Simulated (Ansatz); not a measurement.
# Molecular dynamics of C3H12N2O2Si

Input:

```yaml
crystal:
  periodic: [false, false, false]
  atoms:
    - { symbol: Si, position_ang: [0.062331, -0.179411, 0.121947] }
    - { symbol: "N", position_ang: [-0.073388, 0.391391, 1.717565] }
    - { symbol: H, position_ang: [-0.817751, 0.983106, 2.012477] }
    - { symbol: H, position_ang: [0.562355, 0.157341, 2.446582] }
    - { symbol: "N", position_ang: [1.667605, -0.088528, -0.446285] }
    - { symbol: C, position_ang: [2.342778, -1.107444, -1.221344] }
    - { symbol: H, position_ang: [1.757369, -2.01366, -1.247842] }
    - { symbol: H, position_ang: [2.517615, -0.778716, -2.246284] }
    - { symbol: H, position_ang: [3.312346, -1.341067, -0.784435] }
    - { symbol: C, position_ang: [2.420909, 1.143524, -0.341833] }
    - { symbol: H, position_ang: [2.595045, 1.592368, -1.319256] }
    - { symbol: H, position_ang: [1.893281, 1.864854, 0.268574] }
    - { symbol: H, position_ang: [3.392267, 0.965868, 0.11689] }
    - { symbol: O, position_ang: [-1.036399, 0.772492, -0.659516] }
    - { symbol: H, position_ang: [-1.179905, 0.591933, -1.577399] }
    - { symbol: O, position_ang: [-0.343838, -1.753205, -0.100224] }
    - { symbol: C, position_ang: [-1.536368, -2.33505, 0.346047] }
    - { symbol: H, position_ang: [-1.643402, -2.232611, 1.421005] }
    - { symbol: H, position_ang: [-2.399868, -1.881834, -0.13187] }
    - { symbol: H, position_ang: [-1.51508, -3.388051, 0.095799] }
basis:
  gaussian: { orbitals: "6-31G*" }
hamiltonian:
  xc: hf
md:
  timestep: 1.0
  n_steps: 150
  ensemble: nve
  temperature: 300.0
  initial_velocities: maxwell_boltzmann
  seed: 744441
```

Run as:

```bash
$ ansatz run input.yaml --threads 4 --pin off --max-ram 5120MiB --backend cpu --events-out ev --progress --plain --runs-dir out
```

It starts from a relaxed structure.

Output, in part (one step line in 2, the closing report, with atoms numbered from 0):

```
md step     0: t =     0.00 fs  T =   300.0 K  F+E_penalty+E_count = -18184.40191849 eV  E_kin = 0.698004 eV  conserved = -18183.70391450 eV  (34 SCF iters)
md step     2: t =     2.00 fs  T =   195.5 K  F+E_penalty+E_count = -18184.13106917 eV  E_kin = 0.454830 eV  conserved = -18183.67623888 eV  (33 SCF iters)
md step     4: t =     4.00 fs  T =   189.5 K  F+E_penalty+E_count = -18184.13383001 eV  E_kin = 0.440873 eV  conserved = -18183.69295680 eV  (33 SCF iters)
md step     6: t =     6.00 fs  T =   130.6 K  F+E_penalty+E_count = -18183.98708218 eV  E_kin = 0.303832 eV  conserved = -18183.68324987 eV  (33 SCF iters)
md step     8: t =     8.00 fs  T =   151.9 K  F+E_penalty+E_count = -18184.04357564 eV  E_kin = 0.353349 eV  conserved = -18183.69022679 eV  (33 SCF iters)
md step    10: t =    10.00 fs  T =   191.4 K  F+E_penalty+E_count = -18184.13199523 eV  E_kin = 0.445326 eV  conserved = -18183.68666882 eV  (32 SCF iters)
md step    12: t =    12.00 fs  T =   199.4 K  F+E_penalty+E_count = -18184.15452846 eV  E_kin = 0.463950 eV  conserved = -18183.69057857 eV  (32 SCF iters)
md step    14: t =    14.00 fs  T =   164.3 K  F+E_penalty+E_count = -18184.06482197 eV  E_kin = 0.382221 eV  conserved = -18183.68260071 eV  (33 SCF iters)
md step    16: t =    16.00 fs  T =   176.6 K  F+E_penalty+E_count = -18184.10856155 eV  E_kin = 0.410816 eV  conserved = -18183.69774512 eV  (32 SCF iters)
md step    18: t =    18.00 fs  T =   103.9 K  F+E_penalty+E_count = -18183.92104134 eV  E_kin = 0.241770 eV  conserved = -18183.67927181 eV  (33 SCF iters)
md step    20: t =    20.00 fs  T =   147.1 K  F+E_penalty+E_count = -18184.03572978 eV  E_kin = 0.342310 eV  conserved = -18183.69341968 eV  (34 SCF iters)
md step    22: t =    22.00 fs  T =   109.0 K  F+E_penalty+E_count = -18183.93579429 eV  E_kin = 0.253541 eV  conserved = -18183.68225334 eV  (33 SCF iters)
md step    24: t =    24.00 fs  T =   138.4 K  F+E_penalty+E_count = -18184.01345554 eV  E_kin = 0.321920 eV  conserved = -18183.69153567 eV  (33 SCF iters)
md step    26: t =    26.00 fs  T =   151.6 K  F+E_penalty+E_count = -18184.04334302 eV  E_kin = 0.352841 eV  conserved = -18183.69050228 eV  (32 SCF iters)
md step    28: t =    28.00 fs  T =   131.4 K  F+E_penalty+E_count = -18183.98954982 eV  E_kin = 0.305758 eV  conserved = -18183.68379190 eV  (33 SCF iters)
md step    30: t =    30.00 fs  T =   149.1 K  F+E_penalty+E_count = -18184.03690806 eV  E_kin = 0.346864 eV  conserved = -18183.69004414 eV  (33 SCF iters)
md step    32: t =    32.00 fs  T =   125.3 K  F+E_penalty+E_count = -18183.97993922 eV  E_kin = 0.291453 eV  conserved = -18183.68848583 eV  (33 SCF iters)
md step    34: t =    34.00 fs  T =   143.1 K  F+E_penalty+E_count = -18184.02007755 eV  E_kin = 0.332893 eV  conserved = -18183.68718475 eV  (32 SCF iters)
md step    36: t =    36.00 fs  T =   180.8 K  F+E_penalty+E_count = -18184.10996065 eV  E_kin = 0.420722 eV  conserved = -18183.68923836 eV  (33 SCF iters)
md step    38: t =    38.00 fs  T =   183.3 K  F+E_penalty+E_count = -18184.11211719 eV  E_kin = 0.426566 eV  conserved = -18183.68555162 eV  (32 SCF iters)
md step    40: t =    40.00 fs  T =   200.0 K  F+E_penalty+E_count = -18184.16011259 eV  E_kin = 0.465385 eV  conserved = -18183.69472771 eV  (33 SCF iters)
md step    42: t =    42.00 fs  T =   147.6 K  F+E_penalty+E_count = -18184.03057129 eV  E_kin = 0.343370 eV  conserved = -18183.68720165 eV  (33 SCF iters)
md step    44: t =    44.00 fs  T =   130.5 K  F+E_penalty+E_count = -18183.98921158 eV  E_kin = 0.303742 eV  conserved = -18183.68546926 eV  (32 SCF iters)
md step    46: t =    46.00 fs  T =   145.0 K  F+E_penalty+E_count = -18184.02448807 eV  E_kin = 0.337354 eV  conserved = -18183.68713387 eV  (33 SCF iters)
md step    48: t =    48.00 fs  T =   169.9 K  F+E_penalty+E_count = -18184.08444077 eV  E_kin = 0.395308 eV  conserved = -18183.68913253 eV  (33 SCF iters)
md step    50: t =    50.00 fs  T =   206.1 K  F+E_penalty+E_count = -18184.17287486 eV  E_kin = 0.479516 eV  conserved = -18183.69335918 eV  (33 SCF iters)
md step    52: t =    52.00 fs  T =   185.5 K  F+E_penalty+E_count = -18184.11818376 eV  E_kin = 0.431572 eV  conserved = -18183.68661191 eV  (32 SCF iters)
md step    54: t =    54.00 fs  T =   164.9 K  F+E_penalty+E_count = -18184.07020352 eV  E_kin = 0.383676 eV  conserved = -18183.68652774 eV  (33 SCF iters)
md step    56: t =    56.00 fs  T =   144.9 K  F+E_penalty+E_count = -18184.02603792 eV  E_kin = 0.337069 eV  conserved = -18183.68896862 eV  (33 SCF iters)
md step    58: t =    58.00 fs  T =   133.5 K  F+E_penalty+E_count = -18184.00077420 eV  E_kin = 0.310519 eV  conserved = -18183.69025500 eV  (33 SCF iters)
md step    60: t =    60.00 fs  T =   143.2 K  F+E_penalty+E_count = -18184.02100958 eV  E_kin = 0.333246 eV  conserved = -18183.68776345 eV  (33 SCF iters)
md step    62: t =    62.00 fs  T =   146.6 K  F+E_penalty+E_count = -18184.02683143 eV  E_kin = 0.341197 eV  conserved = -18183.68563487 eV  (33 SCF iters)
md step    64: t =    64.00 fs  T =   162.4 K  F+E_penalty+E_count = -18184.06784044 eV  E_kin = 0.377790 eV  conserved = -18183.69005010 eV  (33 SCF iters)
md step    66: t =    66.00 fs  T =   154.4 K  F+E_penalty+E_count = -18184.05024578 eV  E_kin = 0.359299 eV  conserved = -18183.69094637 eV  (33 SCF iters)
md step    68: t =    68.00 fs  T =   142.8 K  F+E_penalty+E_count = -18184.01913719 eV  E_kin = 0.332273 eV  conserved = -18183.68686436 eV  (32 SCF iters)
md step    70: t =    70.00 fs  T =   143.1 K  F+E_penalty+E_count = -18184.02108378 eV  E_kin = 0.333032 eV  conserved = -18183.68805155 eV  (33 SCF iters)
md step    72: t =    72.00 fs  T =   131.4 K  F+E_penalty+E_count = -18183.99131046 eV  E_kin = 0.305700 eV  conserved = -18183.68561072 eV  (33 SCF iters)
md step    74: t =    74.00 fs  T =   159.2 K  F+E_penalty+E_count = -18184.06521482 eV  E_kin = 0.370520 eV  conserved = -18183.69469524 eV  (33 SCF iters)
md step    76: t =    76.00 fs  T =   135.9 K  F+E_penalty+E_count = -18183.99819919 eV  E_kin = 0.316250 eV  conserved = -18183.68194891 eV  (33 SCF iters)
md step    78: t =    78.00 fs  T =   180.9 K  F+E_penalty+E_count = -18184.11452866 eV  E_kin = 0.420818 eV  conserved = -18183.69371067 eV  (33 SCF iters)
md step    80: t =    80.00 fs  T =   148.5 K  F+E_penalty+E_count = -18184.02818458 eV  E_kin = 0.345547 eV  conserved = -18183.68263727 eV  (32 SCF iters)
md step    82: t =    82.00 fs  T =   164.8 K  F+E_penalty+E_count = -18184.07817772 eV  E_kin = 0.383358 eV  conserved = -18183.69482015 eV  (32 SCF iters)
md step    84: t =    84.00 fs  T =   137.8 K  F+E_penalty+E_count = -18184.00383139 eV  E_kin = 0.320658 eV  conserved = -18183.68317377 eV  (33 SCF iters)
md step    86: t =    86.00 fs  T =   167.8 K  F+E_penalty+E_count = -18184.08111599 eV  E_kin = 0.390436 eV  conserved = -18183.69068001 eV  (32 SCF iters)
md step    88: t =    88.00 fs  T =   169.7 K  F+E_penalty+E_count = -18184.07782659 eV  E_kin = 0.394753 eV  conserved = -18183.68307385 eV  (32 SCF iters)
md step    90: t =    90.00 fs  T =   201.9 K  F+E_penalty+E_count = -18184.16665164 eV  E_kin = 0.469842 eV  conserved = -18183.69680920 eV  (32 SCF iters)
md step    92: t =    92.00 fs  T =   142.5 K  F+E_penalty+E_count = -18184.01244490 eV  E_kin = 0.331498 eV  conserved = -18183.68094710 eV  (33 SCF iters)
md step    94: t =    94.00 fs  T =   167.3 K  F+E_penalty+E_count = -18184.08409780 eV  E_kin = 0.389231 eV  conserved = -18183.69486672 eV  (33 SCF iters)
md step    96: t =    96.00 fs  T =   105.9 K  F+E_penalty+E_count = -18183.92316975 eV  E_kin = 0.246473 eV  conserved = -18183.67669692 eV  (32 SCF iters)
md step    98: t =    98.00 fs  T =   171.7 K  F+E_penalty+E_count = -18184.09738256 eV  E_kin = 0.399542 eV  conserved = -18183.69784029 eV  (33 SCF iters)
md step   100: t =   100.00 fs  T =   149.0 K  F+E_penalty+E_count = -18184.02904461 eV  E_kin = 0.346684 eV  conserved = -18183.68236090 eV  (33 SCF iters)
md step   102: t =   102.00 fs  T =   184.4 K  F+E_penalty+E_count = -18184.12124697 eV  E_kin = 0.428998 eV  conserved = -18183.69224919 eV  (32 SCF iters)
md step   104: t =   104.00 fs  T =   158.9 K  F+E_penalty+E_count = -18184.05425019 eV  E_kin = 0.369793 eV  conserved = -18183.68445712 eV  (32 SCF iters)
md step   106: t =   106.00 fs  T =   130.1 K  F+E_penalty+E_count = -18183.99306542 eV  E_kin = 0.302719 eV  conserved = -18183.69034602 eV  (33 SCF iters)
md step   108: t =   108.00 fs  T =   106.6 K  F+E_penalty+E_count = -18183.93304692 eV  E_kin = 0.248089 eV  conserved = -18183.68495824 eV  (34 SCF iters)
md step   110: t =   110.00 fs  T =   132.1 K  F+E_penalty+E_count = -18183.99851004 eV  E_kin = 0.307441 eV  conserved = -18183.69106867 eV  (33 SCF iters)
md step   112: t =   112.00 fs  T =   128.8 K  F+E_penalty+E_count = -18183.98032071 eV  E_kin = 0.299626 eV  conserved = -18183.68069513 eV  (32 SCF iters)
md step   114: t =   114.00 fs  T =   179.8 K  F+E_penalty+E_count = -18184.11493136 eV  E_kin = 0.418251 eV  conserved = -18183.69668044 eV  (32 SCF iters)
md step   116: t =   116.00 fs  T =   115.7 K  F+E_penalty+E_count = -18183.95013051 eV  E_kin = 0.269233 eV  conserved = -18183.68089721 eV  (33 SCF iters)
md step   118: t =   118.00 fs  T =   144.4 K  F+E_penalty+E_count = -18184.03081088 eV  E_kin = 0.336080 eV  conserved = -18183.69473056 eV  (32 SCF iters)
md step   120: t =   120.00 fs  T =   109.5 K  F+E_penalty+E_count = -18183.93563249 eV  E_kin = 0.254684 eV  conserved = -18183.68094868 eV  (32 SCF iters)
md step   122: t =   122.00 fs  T =   127.3 K  F+E_penalty+E_count = -18183.98580416 eV  E_kin = 0.296219 eV  conserved = -18183.68958497 eV  (32 SCF iters)
md step   124: t =   124.00 fs  T =   141.6 K  F+E_penalty+E_count = -18184.01768528 eV  E_kin = 0.329430 eV  conserved = -18183.68825501 eV  (33 SCF iters)
md step   126: t =   126.00 fs  T =   138.6 K  F+E_penalty+E_count = -18184.01223952 eV  E_kin = 0.322527 eV  conserved = -18183.68971242 eV  (33 SCF iters)
md step   128: t =   128.00 fs  T =   143.7 K  F+E_penalty+E_count = -18184.01833645 eV  E_kin = 0.334337 eV  conserved = -18183.68399945 eV  (32 SCF iters)
md step   130: t =   130.00 fs  T =   160.3 K  F+E_penalty+E_count = -18184.06574760 eV  E_kin = 0.373051 eV  conserved = -18183.69269685 eV  (33 SCF iters)
md step   132: t =   132.00 fs  T =   117.4 K  F+E_penalty+E_count = -18183.95323026 eV  E_kin = 0.273206 eV  conserved = -18183.68002434 eV  (33 SCF iters)
md step   134: t =   134.00 fs  T =   181.7 K  F+E_penalty+E_count = -18184.12198978 eV  E_kin = 0.422846 eV  conserved = -18183.69914414 eV  (33 SCF iters)
md step   136: t =   136.00 fs  T =   125.5 K  F+E_penalty+E_count = -18183.96865479 eV  E_kin = 0.291887 eV  conserved = -18183.67676757 eV  (32 SCF iters)
md step   138: t =   138.00 fs  T =   196.2 K  F+E_penalty+E_count = -18184.15205312 eV  E_kin = 0.456381 eV  conserved = -18183.69567181 eV  (33 SCF iters)
md step   140: t =   140.00 fs  T =   163.3 K  F+E_penalty+E_count = -18184.06344954 eV  E_kin = 0.380061 eV  conserved = -18183.68338847 eV  (33 SCF iters)
md step   142: t =   142.00 fs  T =   165.4 K  F+E_penalty+E_count = -18184.07761750 eV  E_kin = 0.384853 eV  conserved = -18183.69276463 eV  (32 SCF iters)
md step   144: t =   144.00 fs  T =   146.1 K  F+E_penalty+E_count = -18184.02560627 eV  E_kin = 0.339970 eV  conserved = -18183.68563676 eV  (32 SCF iters)
md step   146: t =   146.00 fs  T =   134.7 K  F+E_penalty+E_count = -18184.00056550 eV  E_kin = 0.313333 eV  conserved = -18183.68723276 eV  (33 SCF iters)
md step   148: t =   148.00 fs  T =   145.4 K  F+E_penalty+E_count = -18184.02189134 eV  E_kin = 0.338227 eV  conserved = -18183.68366393 eV  (33 SCF iters)
md step   150: t =   150.00 fs  T =   198.2 K  F+E_penalty+E_count = -18184.15923511 eV  E_kin = 0.461082 eV  conserved = -18183.69815335 eV  (35 SCF iters)
Total energy: -18184.15923511 eV, -668.2555262245 hartree
Atom 0 at     0.070958    -0.207514     0.152669 Å, force     0.245460     0.085559     0.172429 eV/Å
Atom 1 at    -0.081053     0.573798     1.674056 Å, force    -0.318503     0.064005    -0.583214 eV/Å
Atom 2 at    -0.848417     1.193492     1.829346 Å, force     0.073358    -0.070983     0.015804 eV/Å
Atom 3 at     0.430605     0.384789     2.499257 Å, force     0.194952    -0.200635     0.220234 eV/Å
Atom 4 at     1.636566     0.032196    -0.504409 Å, force    -0.093254    -1.879342    -0.085246 eV/Å
Atom 5 at     2.157709    -0.874893    -1.537565 Å, force    -0.972089    -0.142222    -0.743458 eV/Å
Atom 6 at     1.513766    -1.767986    -1.736977 Å, force     0.468728     1.180296     0.485193 eV/Å
Atom 7 at     2.257235    -0.325041    -2.476800 Å, force    -0.032427    -0.148514    -0.003990 eV/Å
Atom 8 at     3.142133    -1.249486    -1.314429 Å, force     0.295426    -0.073399     0.470904 eV/Å
Atom 9 at     2.622007     0.962707    -0.056518 Å, force     0.110258     1.238269     0.095637 eV/Å
Atom 10 at     2.897544     1.631413    -0.872754 Å, force     0.217860    -0.055577    -0.055754 eV/Å
Atom 11 at     2.234083     1.619600     0.723573 Å, force     0.053020    -0.428094    -0.075951 eV/Å
Atom 12 at     3.538873     0.492819     0.299654 Å, force    -0.150945    -0.119479     0.044663 eV/Å
Atom 13 at    -1.059217     0.488138    -0.809970 Å, force    -0.768378    -0.462150     0.554307 eV/Å
Atom 14 at    -0.742094     1.108769    -1.424982 Å, force     0.332679     0.686500    -0.666247 eV/Å
Atom 15 at    -0.286821    -1.812206     0.148916 Å, force     0.197182     0.271554    -0.109022 eV/Å
Atom 16 at    -1.586938    -2.316145     0.323581 Å, force     0.551890    -0.066497    -0.084332 eV/Å
Atom 17 at    -2.097007    -1.767723     1.074633 Å, force    -0.560903     0.474346     0.662491 eV/Å
Atom 18 at    -2.177174    -2.291992    -0.575104 Å, force     0.071144     0.148083    -0.407569 eV/Å
Atom 19 at    -1.509021    -3.330348     0.654733 Å, force     0.084542    -0.501721     0.093120 eV/Å
Dipole moment:     0.084794     0.232257     0.131509 e Å
```

All steps were run. The conserved energy stayed within 1.4 meV per atom of its start (net change 0.29 meV per atom), so the integration is sound. The temperature averaged 0.50 of the 300 K drawn at the start: a run that starts near a minimum puts about half its kinetic energy into the potential. A run of 0.15 ps of so small a system gives no equilibrium averages.

The same pairs are bonded in the first frame and the last. Pairs count as bonded within 1.25 times the sum of covalent radii (0.12 Å more for H–H).

Last frame:

```xyz
20
Properties=species:S:1:pos:R:3
Si 0.071 -0.207 0.153
N -0.081 0.574 1.674
H -0.848 1.194 1.829
H 0.431 0.385 2.499
N 1.637 0.032 -0.504
C 2.158 -0.875 -1.538
H 1.514 -1.768 -1.737
H 2.257 -0.325 -2.477
H 3.142 -1.250 -1.314
C 2.622 0.963 -0.057
H 2.897 1.631 -0.873
H 2.234 1.620 0.724
H 3.539 0.493 0.300
O -1.059 0.488 -0.810
H -0.742 1.109 -1.425
O -0.287 -1.812 0.149
C -1.587 -2.316 0.324
H -2.097 -1.768 1.075
H -2.177 -2.292 -0.575
H -1.509 -3.330 0.655
```

Run time: 6.5 min on 4 threads of Arm Neoverse V1 (shared host), peak memory 0.46 GiB.
